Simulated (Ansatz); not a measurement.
`[OH][GeH]([F])[SiH3]` and `[OH][GeH2][F]` differ in one atom or group.

Ansatz, PBE0-D4/def2-TZVP geometries, multiplicity 1. Each molecule was computed in one conformer, which needn't be the lowest.

Scalar relativity is left out up to krypton.

```json
{"property": "ideal-gas entropy at 298 K and 1 bar (rigid rotor, harmonic PBE0-D4/def2-TZVP) / J/(mol·K)", "`[OH][GeH]([F])[SiH3]`": "357"}
{"property": "HOMO–LUMO gap (PBE/def2-TZVPP) / eV", "`[OH][GeH]([F])[SiH3]`": "6.12"}
{"property": "HOMO–LUMO gap (B3LYP/def2-TZVPP) / eV", "`[OH][GeH]([F])[SiH3]`": "7.84"}
{"property": "zero-point energy (PBE0-D4/def2-TZVP) / kJ/mol", "`[OH][GeH]([F])[SiH3]`": "128.3"}
{"property": "LUMO energy (PBE0/def2-TZVPP) / eV", "`[OH][GeH]([F])[SiH3]`": "-0.29"}
{"property": "LUMO energy (PBE/def2-TZVPP) / eV", "`[OH][GeH]([F])[SiH3]`": "-1.12"}
```

(1) Give the same properties after the change, and the shifts. (Best estimate.)

Results:

(1) Computed: 
| property | `[OH][GeH2][F]` | shift |
| --- | --- | --- |
| ideal-gas entropy at 298 K and 1 bar (rigid rotor, harmonic PBE0-D4/def2-TZVP) / J/(mol·K) | 291 | -66 |
| HOMO–LUMO gap (PBE/def2-TZVPP) / eV | 6.97 | 0.85 |
| HOMO–LUMO gap (B3LYP/def2-TZVPP) / eV | 8.96 | 1.12 |
| zero-point energy (PBE0-D4/def2-TZVP) / kJ/mol | 84.0 | -44.3 |
| LUMO energy (PBE0/def2-TZVPP) / eV | 0.27 | 0.56 |
| LUMO energy (PBE/def2-TZVPP) / eV | -0.64 | 0.48 |

With PBE0 the HOMO falls by 0.73 eV and the LUMO rises by 0.56 eV, so the gap widens by about 1.29 eV. PBE moves the HOMO by -0.38 eV and ωB97M-V by -1.00 eV. The zero-point energy changes by -44.3 kJ/mol with -9 modes.

B3LYP here is the variant with VWN-RPA as its local correlation; programs differ in this.
